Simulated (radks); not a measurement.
The numbers below are computed, except where a source is named.
Q: Ce V, 54 electrons, occupied as [Kr] 4d10 5s1.5 5p6 6p0.5 (fractional occupations, a model configuration). Level of theory: Dirac Kohn-Sham, BLYP, spin-unpolarised, spherical densities, finite nucleus; open shells fill j = l - 1/2 first; Fermi nuclear charge, rms radius 4.8771 fm (a radial shooting solver on a logarithmic mesh with Libxc functionals). Some entries of the table are withheld. Estimate them.

| orbital | occ. | eigenvalue (eV) | r(max) (bohr) | <r^2> (bohr^2) |
|---|---|---|---|---|
| 1s1/2 | 2 | -40284.46 | 0.01574 | 0.0008208 |
| 2s1/2 | 2 | -6488.666 | 0.08922 | 0.01300 |
| 2p1/2 | 2 | -6129.517 | 0.06797 | 0.009534 |
| 2p3/2 | 4 | -5682.806 | 0.07323 | 0.01080 |
| 3s1/2 | 2 | -1436.318 | 0.2549 | 0.08866 |
| 3p1/2 | 2 | -1284.151 | 0.2416 | 0.08355 |
| 3p3/2 | 4 | -1196.399 | 0.2530 | 0.09109 |
| 3d3/2 | 4 | -930.0734 | 0.2033 | 0.07459 |
| 3d5/2 | 6 | -911.2348 | 0.2066 | 0.07673 |
| 4s1/2 | 2 | -328.8048 | 0.5924 | 0.4551 |
| 4p1/2 | 2 | -272.1436 | (1) | 0.4849 |
| 4p3/2 | 4 | -253.0450 | (2) | 0.5251 |
| 4d3/2 | 4 | -159.8009 | 0.6449 | 0.6182 |
| 4d5/2 | 6 | -156.4162 | 0.6527 | 0.6338 |
| 5s1/2 | 1.5 | -81.5856 | 1.337 | 2.346 |
| 5p1/2 | 2 | -64.8400 | 1.442 | 2.816 |
| 5p3/2 | 4 | -61.4907 | 1.499 | 3.041 |
| 5d3/2 | 0 | -37.6448 | 1.831 | 4.888 |
| 5d5/2 | 0 | -37.2105 | 1.853 | 4.993 |
| 6s1/2 | 0 | (3) | 2.918 | 10.39 |
| 6p1/2 | 0.5 | -25.9848 | 3.247 | 12.88 |
| 6p3/2 | 0 | -25.1779 | 3.352 | 13.65 |

A: 
(1) 4p1/2 r(max) (bohr): 0.6014
(2) 4p3/2 r(max) (bohr): 0.6255
(3) 6s1/2 eigenvalue (eV): -31.0267
